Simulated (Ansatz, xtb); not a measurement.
**Isomers of BH3O2Si in order of energy**

4 gas-phase structures of BH3O2Si, found in a search over its isomers (lower ones may exist). Each was relaxed with GFN2-xTB; where two conformers were screened, the lower at r2SCAN-D4/def2-SVP is listed:

A. a singlet given by its coordinates
B. `O=B[SiH2]O`, a singlet
C. `BO[Si]O`, a singlet
D. `BO[SiH]=O`, a singlet

A (Å):

```
atom    x (Å)    y (Å)    z (Å)
   B  -0.5492   0.4184  -1.6055
   O  -1.1283   0.6269  -2.8436
   O  -1.3943  -0.4618  -0.9556
  Si  -2.3391  -0.4279  -2.3465
   H   0.4336   0.8804  -1.2007
   H  -2.2837  -1.6837  -3.0624
   H  -3.5939   0.2572  -2.1268
```

Close contacts (Å): B1–O2 1.38, B1–O3 1.38, B1–Si4 2.11, O2–Si4 1.68, O3–Si4 1.68, B1–H5 1.16, Si4–H6 1.45, Si4–H7 1.45.

Task: Make a reasoned guess at their ranking by r2SCAN-D4/def2-SVP single-point energy.

Result: Calculated order at r2SCAN-D4/def2-SVP: A (0.0), B (141.4), C (148.6), D (193.7) kJ/mol.

Energies above the lowest of each column, in kJ/mol; the last columns are at BLYP-D3(BJ)/def2-SVP geometries and were run for some of them only (a dash: not run or not comparable):

```json
{"structure": "A", "GFN2-xTB": "40.3", "HF/STO-3G": "0.0", "r2SCAN-D4/def2-SVP": "0.0", "BLYP-D3(BJ)/def2-SVP": "0.0", "CCSD(T)/def2-TZVP": "0.0"}
{"structure": "B", "GFN2-xTB": "160.8", "HF/STO-3G": "166.0", "r2SCAN-D4/def2-SVP": "141.4", "BLYP-D3(BJ)/def2-SVP": "113.8", "CCSD(T)/def2-TZVP": "147.6"}
{"structure": "C", "GFN2-xTB": "134.3", "HF/STO-3G": "156.0", "r2SCAN-D4/def2-SVP": "148.6", "BLYP-D3(BJ)/def2-SVP": "–", "CCSD(T)/def2-TZVP": "–"}
{"structure": "D", "GFN2-xTB": "0.0", "HF/STO-3G": "360.3", "r2SCAN-D4/def2-SVP": "193.7", "BLYP-D3(BJ)/def2-SVP": "–", "CCSD(T)/def2-TZVP": "–"}
```

CCSD(T)/def2-TZVP puts A lowest of those it was run on; GFN2-xTB picks D. Flexible structures stand in one conformer each, not always the lowest. Frequencies (BLYP-D3(BJ)/def2-SVP) were run for A, B alone.

Over these structures GFN2-xTB departs from r2SCAN-D4/def2-SVP by 78.3 kJ/mol on average once a common shift is removed. A GFN2-xTB relaxation took about 0.089 s and the r2SCAN-D4/def2-SVP energy about 1.8 s on a shared host (Ansatz 0.2.0, xtb 6.7.1).
